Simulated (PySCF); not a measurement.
Spin-Hamiltonian simulation

Molecule: `FC(=C)C(F)(F)C(F)(F)F`, C4H2F6.

Molfile (atoms numbered from 1):
```
C4H2F6
     RDKit          3D

 12 11  0  0  0  0  0  0  0  0999 V2000
    1.9356   -0.3599   -0.5355 C   0  0  0  0  0  0  0  0  0  0  0  0
    0.9479   -0.1447    0.3090 C   0  0  0  0  0  0  0  0  0  0  0  0
    0.9384   -0.6513    1.5501 F   0  0  0  0  0  0  0  0  0  0  0  0
   -0.2967    0.6697    0.0184 C   0  0  0  0  0  0  0  0  0  0  0  0
   -0.3913    1.7488    0.8290 F   0  0  0  0  0  0  0  0  0  0  0  0
   -0.2624    1.1430   -1.2465 F   0  0  0  0  0  0  0  0  0  0  0  0
   -1.5965   -0.1752    0.1753 C   0  0  0  0  0  0  0  0  0  0  0  0
   -1.8305   -0.4856    1.4445 F   0  0  0  0  0  0  0  0  0  0  0  0
   -2.6581    0.4719   -0.2920 F   0  0  0  0  0  0  0  0  0  0  0  0
   -1.4817   -1.3166   -0.5115 F   0  0  0  0  0  0  0  0  0  0  0  0
    2.7793   -0.9580   -0.2420 H   0  0  0  0  0  0  0  0  0  0  0  0
    1.9172    0.0573   -1.5246 H   0  0  0  0  0  0  0  0  0  0  0  0
  1  2  2  0
  2  3  1  0
  2  4  1  0
  4  5  1  0
  4  6  1  0
  4  7  1  0
  7  8  1  0
  7  9  1  0
  7 10  1  0
  1 11  1  0
  1 12  1  0
M  END
```

Calculated, not measured (PySCF 2.14): J couplings at B3LYP/pcJ-1 (spin–dipole term only in couplings to heteroatoms), shieldings: GIAO PBE0/pcSseg-1, geometry: GFN2-xTB. In vacuum, equivalent nuclei averaged, single conformer, non-relativistic.

Scale: 1H (σ = 31.72 ppm) against TMS (reference shieldings calculated alike).

Shifts (ppm): F3 -118.0, F5/F6 -138.9, F8/F9/F10 -94.5, H11 5.69, H12 5.74.
Couplings (Hz): F3–F5, F3–F6: -20.2; F3–F8, F3–F9, F3–F10: 5.9; F3–H11: 14.2; F3–H12: 39.1; F5–F6: 265.2; F5–F8, F5–F9, F5–F10, F6–F8, F6–F9, F6–F10: -6.2; F5–H11, F6–H11: 1.8; F5–H12, F6–H12: 1.0; F8–F9, F8–F10, F9–F10: 65.6; F8–H12, F9–H12, F10–H12: -0.3; H11–H12: -5.4.

The 8-spin Hamiltonian (Zeeman plus full scalar coupling among like nuclei) was diagonalised exactly; lines are Lorentzian, 1.0 Hz wide, and the maxima above 3 % are listed with the tallest set to 100.

(1) Give the 1H peak list of this spin system at 200 MHz.

(2) And at 500 MHz?

(3) Among coupled protons with different shifts, which pair is furthest from first order, and how does the field change that?

Results:

(1) 
δ in ppm (height): 5.853 (24), 5.826 (37), 5.746 (21), 5.737 (38), 5.729 (22), 5.719 (15), 5.711 (25), 5.701 (14), 5.685 (4), 5.676 (5), 5.649 (100), 5.642 (67), 5.627 (6), 5.621 (5)

(2) 
```csv
Hz,ppm,height
2892.5,5.785,47
2887.1,5.774,62
2856.4,5.713,38
2854.6,5.709,85
2852.9,5.706,60
2851.0,5.702,38
2849.2,5.698,100
2848.5,5.697,92
2841.8,5.684,44
2840.1,5.680,77
2838.3,5.677,43
2836.4,5.673,22
2834.7,5.669,35
2832.9,5.666,19
```

(3) H11 and H12: Δν/J is about 1.9 at 200 MHz (strongly coupled) and 4.6 at 500 MHz (intermediate, with clear roofing). J in Hz doesn't depend on the field, while Δν in Hz grows in proportion to it.
